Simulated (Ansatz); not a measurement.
The same group exchange along the group Ti, Zr, Hf.

Computed with Ansatz on PBE0-D4/def2-TZVP structures; ΔE is electronic, products minus reactants. CCSD(T)/CBS is the MP2 limit (def2-TZVPP, def2-QZVPP) plus CCSD(T) − MP2 in def2-TZVPP, frozen cores. This one scheme is used for every species. Functionals use def2-TZVPP. B3LYP here is the variant with VWN-RPA as its local correlation; programs differ in this. def2 core potentials past Kr. For Hf, Ti, Zr outer-core shells are correlated without core-valence functions, which leaves a few kJ/mol of doubt a bond. Scalar relativity is left out up to krypton. Each species was taken in one conformer, which may not be the lowest.

| reaction | B2PLYP (kJ/mol) | B3LYP-D4 (kJ/mol) | r2SCAN-D4 (kJ/mol) | CCSD/CBS(def2) (kJ/mol) |
| --- | --- | --- | --- | --- |
| `[OH][Ti]([OH])([F])[F]` + `S=CS` → `[OH][Ti]([F])([F])[SH]` + `OC=S` | 46 | 47 | 43 | 53 |
| `[OH][Zr]([OH])([F])[F]` + `S=CS` → `[OH][Zr]([F])([F])[SH]` + `OC=S` | 57 | 56 | 51 | 60 |
| `[OH][Hf]([OH])([F])[F]` + `S=CS` → `[OH][Hf]([F])([F])[SH]` + `OC=S` | 57 | 57 | 51 | 59 |

**Question.** Give the CCSD(T)/CBS values in the same order. (Estimate.)

**Answer.** Computed: 49, 59, 59 kJ/mol.

Largest T1 diagnostic: 0.024, for `[OH][Ti]([F])([F])[SH]`.
